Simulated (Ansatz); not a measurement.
`CBNC` + H–F → `CBF` + CH₃NH₂ at 700 K and 1 bar (ligand exchange at a B–N bond).

Isolated molecules relaxed with PBE0-D4/def2-TZVP in Ansatz; ΔE leaves out vibrations. CBS: MP2 limit from def2 TZ/QZ plus the TZ coupled-cluster correction, frozen cores. This one scheme is used for every species. Each species was taken in one conformer, which may not be the lowest.

```tsv
species	CCSD(T)/CBS energy (Eh)	H − E (kJ/mol)	S (J/(mol·K))
`CBNC`	-160.46148	346.8	414.8
H–F	-100.39570	45.2	198.5
`CBF`	-165.10297	181.4	343.0
CH₃NH₂	-95.75281	207.6	296.6
```

H − E and S are ideal-gas, rigid-rotor, harmonic terms from PBE0-D4/def2-TZVP, for one conformer and one mirror image of each species. 1 Eh = 2625.50 kJ/mol, R = 8.31446 J/(mol·K).

Question: By hand: ΔE, ΔH, ΔS and ΔG.

Answer: ΔE = (-165.10297) + (-95.75281) − (-160.46148) − (-100.39570) = 0.00140 Eh = 3.7 kJ/mol. Δ(H − E) = 181.4 + 207.6 − 346.8 − 45.2 = -3.0, so ΔH = 0.7 kJ/mol. ΔS = 343.0 + 296.6 − 414.8 − 198.5 = 26.3 J/(mol·K). ΔG = 0.7 − 700 × (26.3)/1000 = -17.7 kJ/mol.

Question: By hand: the equilibrium constant, and the temperature at which ΔG would vanish if ΔH and ΔS stayed fixed.

Answer: log₁₀ K = −ΔG/(RT ln 10) = 1.3. ΔG = 0 at ΔH/ΔS = 27 K, though so small a ΔH makes that figure unsure.

TΔS isn't small against ΔH here. A doubt of 5 kJ/mol in ΔE shifts log₁₀ K by 0.4 here. Other conformers and mirror images would add mixing entropy, several J/(mol·K) or more a flexible species. These are equilibria of isolated gas molecules and say nothing of rates. Largest T1 diagnostic: 0.012 (customary marks: 0.02 for closed shells, 0.045 for open ones).
